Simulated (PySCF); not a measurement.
**Ionisation energy of Se²⁷⁺ by level of theory**

Se²⁷⁺ [He] 2s2 2p3 (4S) → Se²⁸⁺ [He] 2s2 2p2 (3P), as a difference of total energies. Calculation: PySCF 2.14, in an even-tempered Gaussian basis (19 s from 8.1 bohr⁻², ratio 2.2; 12 p from 11 bohr⁻², ratio 2.2; 6 d from 43 bohr⁻², ratio 2.4; 5 f from 64 bohr⁻², ratio 2.4; 4 g from 97 bohr⁻², ratio 2.4); scalar relativity by spin-free X2C-1e. Correlated levels: nothing frozen; virtual orbitals above 40 to 60 times the deepest correlated orbital energy dropped. The calculations carry no spin-orbit coupling.

| method | ionisation energy (eV) |
| --- | --- |
| UHF | 2994.5 |
| LDA | 2992.2 |
| PBE | 2992.5 |
| PBE0 | 2993.3 |
| r2SCAN | 2995.2 |
| r2SCAN0 | 2995.3 |
| B3LYP | 2993.7 |
| MP2 (all electrons) | 2994.5 |
| SCS-MP2 (all electrons) | 2994.0 |

Spin-orbit coupling is strong in these open shells (close to jj coupling). The scalar numbers leave it out and a first-order estimate fails, so it can dominate the gap to the real levels.

For this ion Breit and QED terms and the two-electron picture change, all absent here, outweigh the differences among the correlated methods.

For comparison: 2964 ± 22 eV (semi-empirical (NIST evaluation); NIST Atomic Spectra Database, ionization energies).
